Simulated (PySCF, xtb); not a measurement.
C2H6F2OSi, SMILES OC[Si@H](F)CF. Other conformers were not sampled.

Harmonic wavenumbers (cm⁻¹) from GFN2-xTB (xtb) at its own minimum, in rising order: 43, 48, 106, 150, 197, 272, 319, 332, 613, 633, 679, 729, 761, 782, 837, 1033, 1056, 1113, 1194, 1276, 1280, 1322, 1439, 1450, 2311, 2891, 2944, 2962, 2963, 3567.

Q: What does PBE-D3(BJ)/def2-SVP in PySCF give at its own minimum? (Estimate from the structure and the level; the computed values follow.)

A: 70, 80, 121, 143, 216, 284, 312, 336, 594, 659, 717, 745, 811, 846, 901, 1017, 1041, 1126, 1184, 1244, 1255, 1336, 1393, 1404, 2167, 2890, 2953, 3006, 3012, 3699. Paired by order, the mean absolute difference is 33 cm⁻¹ and the zero-point energies are 50.5 and 50.8 kcal/mol.
